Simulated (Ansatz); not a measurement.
Correlation energies of C2H6AlClSi by basis set

```xyz
11

Cl    0.9528    1.7767    0.8816
C     0.4173   -0.0236    1.1589
C    -0.9446   -0.1858    0.5060
Si   -0.5603   -0.1097   -1.3848
Al    1.6547   -0.1466   -0.3870
H     0.4841   -0.1512    2.2369
H    -1.2698   -1.2117    0.7224
H    -1.7149    0.4920    0.8864
H    -1.0752    1.1209   -2.0496
H    -1.1711   -1.2752   -2.0878
H     3.2270   -0.2858   -0.4831
```

Charge 0, multiplicity 1. The bonds changed during the relaxation, so this is another structure than the one it started from. The geometry is a stationary point of PBE0-D4/def2-TZVP. Frozen core, restricted reference, Ansatz. CBS rows extrapolate triple and quadruple zeta; past MP2 they add the triple-zeta difference.

| basis | HF (Eh) | MP2 corr. | CCSD corr. | (T) | CCSD(T) total |
| --- | --- | --- | --- | --- | --- |
| def2-TZVPP | -1069.60265 | -0.73031 | -0.78893 | -0.03603 | -1070.42761 |
| def2-QZVPP | -1069.63447 | -0.78614 | – | – | – |
| CBS(def2) | -1069.63885 | -0.82750 | -0.88612 | as TZ | -1070.56100 |
